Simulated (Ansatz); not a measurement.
Input and output for CH₅ClGeO, SMILES `[CH3][GeH]([OH])[Cl]`.

```yaml
crystal:
  periodic: [false, false, false]
  atoms:
    - {symbol: C, position_ang: [-0.263318, 1.169925, -0.351343]}
    - {symbol: Ge, position_ang: [-0.259619, -0.643283, 0.326066]}
    - {symbol: O, position_ang: [1.304808, -1.090014, 1.022650]}
    - {symbol: Cl, position_ang: [-0.633262, -1.950248, -1.358598]}
    - {symbol: H, position_ang: [-1.240649, 1.408126, -0.772318]}
    - {symbol: H, position_ang: [-0.038949, 1.865444, 0.458774]}
    - {symbol: H, position_ang: [0.490637, 1.272086, -1.132522]}
    - {symbol: H, position_ang: [-1.284133, -0.966349, 1.415830]}
    - {symbol: H, position_ang: [2.012886, -1.112187, 0.374461]}
basis:
  gaussian: {orbitals: def2-TZVP}
magnetization: {spin_polarized: true, initial_magnetization: 2}
hamiltonian: {xc: {name: BHLYP}, dispersion: d3bj}
scf: {lower_state_search: off}
output: {forces: true}
```

```sh
$ ansatz run in.yaml --threads 4 --pin off --events-out ev --progress --plain --max-ram 10444MiB
```

It prints (some lines left out):

```
Functional definition: BHLYP
1367 factors; their error is unknown
mean field evaluation 1: about -72190.5292 eV, gradient 4.8e1 eV
mean field evaluation 2: about -72168.9845 eV, gradient 8.4e1 eV
mean field evaluation 4: about -72199.7832 eV, gradient 4.1e0 eV
mean field evaluation 8: about -72200.0780 eV, gradient 6.6e-1 eV
mean field evaluation 16: about -72200.7682 eV, gradient 8.6e-2 eV
mean field evaluation 32: about -72200.7713 eV, gradient 4.5e-4 eV
mean field -72200.77130681 eV, -2653.3294060848 hartree, gradient 7.7e-6 eV, S^2 2.012605; 0 other end points of the search recorded, 0 dependent functions left out
reference -72200.77148083 eV, -2653.3294124800 hartree; 35, 33 occupied and 142, 144 virtual orbitals, 1367 factors
Total energy: -72201.05011397 eV, -2653.3396520589 hartree
Atom 0 at    -0.263318     1.169925    -0.351343 Å, force    -0.003874     2.371652    -0.145978 eV/Å
Atom 1 at    -0.259619    -0.643283     0.326066 Å, force     0.648110     1.198912     3.340688 eV/Å
Atom 2 at     1.304808    -1.090014     1.022650 Å, force     1.183206     0.289137     0.286164 eV/Å
Atom 3 at    -0.633262    -1.950248    -1.358598 Å, force    -1.083806    -3.980730    -5.321239 eV/Å
Atom 4 at    -1.240649     1.408126    -0.772318 Å, force     0.238963    -0.197934     0.170880 eV/Å
Atom 5 at    -0.038949     1.865444     0.458774 Å, force     0.003912    -0.024152    -0.176096 eV/Å
Atom 6 at     0.490637     1.272086    -1.132522 Å, force    -0.185851    -0.203410     0.274510 eV/Å
Atom 7 at    -1.284133    -0.966349     1.415830 Å, force    -0.423268     0.567331     1.159809 eV/Å
Atom 8 at     2.012886    -1.112187     0.374461 Å, force    -0.377392    -0.020805     0.411262 eV/Å
Dipole moment:    -0.016520     0.274148    -0.430834 e Å
Checks for a lower state left out: stability, starts, cluster_reference, orbital_swaps, neighbouring_geometries, increment
```

Hardware: 4 threads of an Arm Neoverse V2 on a shared host. Wall time 6.5 s, peak host memory 0.56 GiB.
